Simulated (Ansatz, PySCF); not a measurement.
C2H6F2S2Si (SMILES CS[Si](F)(F)SC), singlet, geometry from GFN2-xTB. Base run: CASSCF(4,3)/STO-3G run with PySCF.

Input for PySCF:
```python
from pyscf import gto, scf, mcscf
import numpy

mol = gto.Mole()
mol.atom = '''
    C    -2.03357723    0.68126838    1.47676450
    S    -1.22564523    1.38417532   -0.00509197
    Si   -0.08572999   -0.30169794   -0.61311892
    F     0.58733181    0.07493076   -2.00912401
    F    -1.00627818   -1.54927195   -0.98707304
    S     1.33749923   -0.99054266    0.80504316
    C     2.37218030    0.51033154    0.94483790
    H    -2.70490236   -0.11671604    1.17746455
    H    -2.59504723    1.48980503    1.93201860
    H    -1.28380135    0.31059022    2.16851422
    H     1.75853899    1.36008966    1.22668774
    H     2.86932569    0.69534877   -0.00155109
    H     3.10534087    0.30600225    1.71747074
'''
mol.basis = 'sto-3g'
mol.verbose = 3
mol.build()

mf = scf.RHF(mol)
mf.kernel()
mc = mcscf.CASSCF(mf, 3, 4)
mc.fix_spin_(ss=0.0)
mc.kernel()
occ = numpy.linalg.eigvalsh(mc.fcisolver.make_rdm1(mc.ci, mc.ncas, mc.nelecas))[::-1]
ss = mc.fcisolver.spin_square(mc.ci, mc.ncas, mc.nelecas)[0]
print('natural occupations', occ.round(4), ' <S^2>', round(ss, 4))
```

Programs used: Ansatz (a program for electronic structure), PySCF; a row that names a program was run with it.

Variants of this job, named by their change:

| change | ΔE vs base (mEh) | natural occupations | <S^2> of the state |
|---|---|---|---|
| base | 0.000 | 2.00 1.98 0.02 | 0.00 |
| conv_tol = 1e-5 | 0.001 | 2.00 1.98 0.02 | 0.00 |
| solver = newton | 0.000 | 2.00 1.98 0.02 | 0.00 |
| fix_spin_ = off | 0.000 | 2.00 1.98 0.02 | 0.00 |
| orbitals = fixed (CASCI) | 11.049 | 2.00 2.00 0.00 | 0.00 |
| correction = SC-NEVPT2 | -204.0 | 2.00 1.98 0.02 | 0.00 |
| start = MP2 natural orbitals | 0.000 | 2.00 1.98 0.02 | 0.00 |
| active space = 10 electrons, 8 orbitals | -42.136 | 2.00 2.00 1.98 1.97 1.97 0.03 0.03 0.03 | 0.00 |
| orbitals = fixed (CASCI); correction = SC-NEVPT2 | -202.9 | 2.00 2.00 0.00 | 0.00 |
| code = ansatz; correction = SC-NEVPT2, all electrons | -206.5 | - | - |
| active space = 6 electrons, 8 orbitals | -34.037 | 1.98 1.97 1.97 0.03 0.03 0.02 0.00 0.00 | 0.00 |

Active orbitals are taken around the Fermi level unless the row says otherwise; CASSCF can end in different local minima, and two programs can end on different orbitals. State-averaged rows give the lowest state.
